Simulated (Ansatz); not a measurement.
`O=[CH][GaH][SiH3]` + H₂ → `O=[CH][GaH2]` + SiH₄ at 298.15 K and 1 bar (hydrogenolysis of a Ga–Si bond).

Gas-phase electronic energies from Ansatz, PBE0-D4/def2-TZVP geometries. CCSD(T)/CBS adds triple-zeta CCSD(T) − MP2 to the extrapolated MP2 energy (def2 sets, frozen cores). This one scheme is used for every species. For Ga outer-core shells are correlated without core-valence functions, which leaves a few kJ/mol of doubt a bond. Scalar relativity is left out up to krypton. Each species was taken in one conformer, which may not be the lowest.

```
            species  CCSD(T)/CBS energy (Eh)  H − E (kJ/mol)  S (J/(mol·K))
`O=[CH][GaH][SiH3]`              -2329.19824           149.5          376.7
                 H₂                 -1.17544            35.1          130.4
     `O=[CH][GaH2]`              -2038.90941            95.1          301.2
               SiH₄               -291.46306            92.1          204.8
```

H − E and S are ideal-gas, rigid-rotor, harmonic terms from PBE0-D4/def2-TZVP, for one conformer and one mirror image of each species. For small species the MP2-based limit differs from directly extrapolated CCSD(T) by up to some mEh (0.8 for H₂); such offsets cancel only in part. 1 Eh = 2625.50 kJ/mol, R = 8.31446 J/(mol·K).

**Question.** By hand: ΔE, ΔH, ΔS and ΔG.

**Answer.** ΔE = (-2038.90941) + (-291.46306) − (-2329.19824) − (-1.17544) = 0.00121 Eh = 3.2 kJ/mol. Δ(H − E) = 95.1 + 92.1 − 149.5 − 35.1 = 2.6, so ΔH = 5.8 kJ/mol. ΔS = 301.2 + 204.8 − 376.7 − 130.4 = -1.1 J/(mol·K). ΔG = 5.8 − 298.15 × (-1.1)/1000 = 6.1 kJ/mol.

**Question.** By hand: the equilibrium constant, and the temperature at which ΔG would vanish if ΔH and ΔS stayed fixed.

**Answer.** log₁₀ K = −ΔG/(RT ln 10) = -1.1. ΔH and −TΔS have one sign here, so there is no such temperature. One of them is within its doubt of zero, so this could turn.

The number of gas molecules stays the same, so ΔS is small and ΔH decides. A doubt of 5 kJ/mol in ΔE shifts log₁₀ K by 0.9 here. Other conformers and mirror images would add mixing entropy, several J/(mol·K) or more a flexible species. Modes under 60 cm⁻¹, often nearly free rotors, make the harmonic entropy too high. These are equilibria of isolated gas molecules and say nothing of rates. Largest T1 diagnostic: 0.017 (customary marks: 0.02 for closed shells, 0.045 for open ones).
